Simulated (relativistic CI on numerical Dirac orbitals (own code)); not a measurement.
**Crystal-field levels of Ho⁴⁺, 4f9**

Calculated by Dirac-Coulomb-Breit CI, orbitals from a KLI potential per configuration, model QED (radiative potential, 1s self-energy scaled to tabulated hydrogen-like ionisation energies), valence Slater integrals scaled by 0.7, one configuration in a parametric crystal field (own radial code).

Field parameters in Wybourne normalisation; cubic f-shell fields have B⁴₄ = √(5/14) B⁴₀ and B⁶₄ = −√(7/2) B⁶₀. The field is a parameter set, without covalency.

S and J are read from ⟨S²⟩ = S(S + 1) and ⟨J²⟩ = J(J + 1) of each level; they are not fictitious spins.

D3h, B20 = -240, B40 = 370, B60 = 250, B66 = 100 cm⁻¹, the lowest 10 levels:

```csv
E (cm⁻¹),Degeneracy,S,J
0.0,2,2.40,7.50
23.1,2,2.40,7.50
60.9,2,2.40,7.50
106,2,2.40,7.50
131,2,2.40,7.50
133,2,2.40,7.50
137,2,2.40,7.50
140,2,2.40,7.50
4404,2,2.45,6.50
4405,2,2.45,6.50
```

Principal g values of the ground doublet: 1.32, 10.54, 10.54.

Oh, B40 = -1610, B60 = 820 cm⁻¹, the lowest 16 levels:

```
E (cm⁻¹)  Degeneracy  Irrep     S     J
     0.0           2     Γ7  2.41  7.50
    34.5           4     Γ8  2.40  7.50
     108           4     Γ8  2.40  7.49
     372           2     Γ6  2.40  7.49
     473           4     Γ8  2.40  7.49
    4464           2     Γ6  2.45  6.49
    4468           2     Γ7  2.45  6.49
    4488           4     Γ8  2.45  6.49
    4652           2     Γ7  2.45  6.49
    4655           4     Γ8  2.45  6.49
    6939           4     Γ8  2.39  5.50
    7012           2     Γ7  2.41  5.51
    7083           4     Γ8  2.40  5.49
    7114           2     Γ6  2.40  5.49
    8766           4     Γ8  2.36  4.78
    8767           2     Γ6  2.45  5.48
```

Principal g values of the ground doublet: 7.53, 7.53, 7.53.

The next free-ion level lies 4353 cm⁻¹ above the lowest; the field splits the ground level into components whose J stays near 15/2 as long as their spread is small against that gap.

Levels of this model without a field, named by their leading LS term (the scale mimics covalency, so terms lie below those of the real free ion): ⁶H°15/2 0, ⁶H°13/2 4353, ⁶H°11/2 6838, ⁶F°11/2 8692, ⁶H°9/2 8836, ⁶F°9/2 9598, ⁶H°7/2 10650, ⁶H°5/2 11878 cm⁻¹.
